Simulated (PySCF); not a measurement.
A structure optimised at PBE-D3(BJ)/def2-SVP, used in a PySCF frequency run:

```
Si
O 1 1.6867
H 2 0.9726 1 115.34
H 1 1.5110 2 110.79 3 -74.95
C 1 1.8779 4 111.18 2 -126.15
H 5 1.1084 1 109.10 4 -168.80
H 5 1.1088 6 108.85 1 123.26
H 5 1.1096 6 108.03 7 116.80
C 1 1.9040 4 108.27 2 115.29
H 9 1.1160 1 108.82 4 -78.97
F 9 1.4205 10 108.26 1 117.25
Si 9 1.9113 10 108.53 11 116.65
H 12 1.5025 9 109.54 10 -64.09
H 12 1.5041 13 108.87 9 120.08
H 12 1.5050 13 109.72 14 119.45
```
Charge 0, spin multiplicity 1.

Write its SMILES and formula.

C[Si@H](O)[C@H](F)[SiH3], C₂H₉FOSi₂

What are its rotational constants (standard atomic weights)?

3.1871, 1.3036, 1.2543 GHz
